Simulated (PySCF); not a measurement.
# Computed vibrations of Dy(OH)3

Dy(OH)3 (singlet in the valence; each metal's 4f electrons, 9 of them, lie in its core potential, out of spins and levels). PySCF 2.14.0, RKS PBE0, Dy lcecp-1-SVP with ECP55, O def2-SVP, H def2-SVP; non-relativistic Hamiltonian with scalar-relativistic core potentials where named; density fitting; no spin-orbit coupling. Central differences of gradients.

```xyz
7

Dy    0.0000    0.0000   -0.0010
O     2.0467    0.0000    0.0031
H     3.0020    0.0000    0.0068
O    -1.0234    1.7725    0.0031
H    -1.5011    2.5998    0.0068
O    -1.0234   -1.7725    0.0031
H    -1.5010   -2.5999    0.0068
```

Run from Python with OMP_NUM_THREADS=2. Where DIIS fails, smearing, a level shift and second-order steps follow.
It took 91 s on 2 threads of Intel(R) Xeon(R) Platinum 8259CL CPU @ 2.50GHz (Skylake/Cascade Lake), with other jobs on the host.

Question: What are the harmonic wavenumbers and infrared intensities?

Answer: Negative numbers are unstable modes, those under 60 cm⁻¹ near the noise; a finer grid moves soft modes by up to 10 cm⁻¹. The run didn't use the full symmetry, so degenerate modes split by noise.
```
cm⁻¹  km/mol
  28    13.6
 124     2.1
 124     2.1
 302     0.0
 375   271.7
 375   271.7
 488     0.0
 488     0.0
 500   514.9
 597   191.2
 597   191.2
 621     0.0
4025   182.5
4025   182.5
4026     0.0
```

Question: Is this a minimum?

Answer: Yes, within the noise of the softest modes. Ideal gas at 298.15 K and 1 bar: S = 371.3 J/(mol K), Cp = 106.2 J/(mol K), H − H(0 K) = 21.8 kJ/mol (rigid rotor, harmonic modes, spin degeneracy alone, that of the 4f electrons in the core included; the modes under 60 cm⁻¹ make these uncertain).

An lcecp potential fixes the number of 4f electrons, so in runs with it no electron can move into or out of that shell.
